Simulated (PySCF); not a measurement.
NICS in rings of unrelated molecules.

Probes without a nucleus sit at each ring's centroid and 1 Å off its mean plane on both sides; NICS is minus the shielding there, NICSzz its component along the normal. Level: GIAO PBE0/pcSseg-1 (PySCF, non-relativistic, gas phase) on the GFN2-xTB geometries, one conformer each. Atom numbers follow the mapped SMILES.

Task: Order these rings by mean NICS(1)zz, lowest (most negative) first (ppm).
A. ring C1–C2–N3–S4–N5 in `[cH:1]1[cH:2][n:3][s:4][n:5]1`
B. ring C3–N4–N5–N6–C7 in `[CH3:1][CH2:2][c:3]1[n-:4][n:5][n:6][c:7]1[CH3:8]` (charge -1)
C. ring C2–C3–Si4–O5–C6 in `[O:1]=[C:2]1[CH2:3][SiH2:4][O:5][C@@H:6]1[CH2:7][F:8]`
D. ring S2–C4–C5–C6–C7–C10 in `[O:1]=[S:2]1(=[O:3])[CH2:4][CH2:5][CH2:6][C:7]([F:8])([F:9])[CH2:10]1`
E. ring N2–N3–C4–C5–C11 in `[CH3:1][n:2]1[n:3][cH:4][c:5]2[cH:6][c:7]([SiH3:8])[cH:9][cH:10][c:11]12`
F. ring C4–C5–S6–C7–C9 in `[CH3:1][CH:2]([CH3:3])[c:4]1[cH:5][s:6][c:7]([O-:8])[cH:9]1` (charge -1)
G. ring N3–C4–C5–N6–N8 in `[CH2:1]=[CH:2][n+:3]1[cH:4][cH:5][n:6]([CH3:7])[n:8]1` (charge +1)

Result: A (-36.2), B (-34.2), E (-31.5), G (-29.0), F (-13.1), C (-4.0), D (2.2).

```
                SMILES                                                       ring  NICS(0)  NICS(1)  NICS(1)zz  HOMA  rms pucker (Å)  ring atoms with four or more neighbours
               c1cnsn1  5-membered ring with 2 N and S; formal bonds all aromatic    -15.0    -13.7      -36.2     –            0.00                                        0
         CCc1[n-]nnc1C        5-membered ring with 3 N; formal bonds all aromatic    -11.0    -13.7      -34.2  0.99            0.00                                        0
Cn1ncc2cc([SiH3])ccc21        5-membered ring with 2 N; formal bonds all aromatic    -13.3    -12.7      -31.5  0.86            0.00                                        0
      C=C[n+]1ccn(C)n1        5-membered ring with 3 N; formal bonds all aromatic    -13.1    -11.8      -29.0  0.97            0.00                                        0
    CC(C)c1csc([O-])c1          5-membered ring with S; formal bonds all aromatic     -9.8     -6.9      -13.1  0.17            0.00                                        0
 O=C1C[SiH2]O[C@@H]1CF     5-membered ring with O and Si; formal bonds all single      0.0     -1.3       -4.0     –            0.09                                        3
  O=S1(=O)CCCC(F)(F)C1            6-membered ring with S; formal bonds all single     -3.2     -2.3        2.2     –            0.26                                        6
```

NICS(0) gives another order. The isotropic NICS(1) gives another order. Over the 4 rings with a HOMA value its correlation coefficient with NICS(1)zz is -0.97. HOMA uses Krygowski's 1993 parameters; it is left out where a ring has a four-coordinate atom, a triple bond, no multiple bond or a kind of bond without parameters. NICS(1) and NICS(1)zz are means over the two faces.
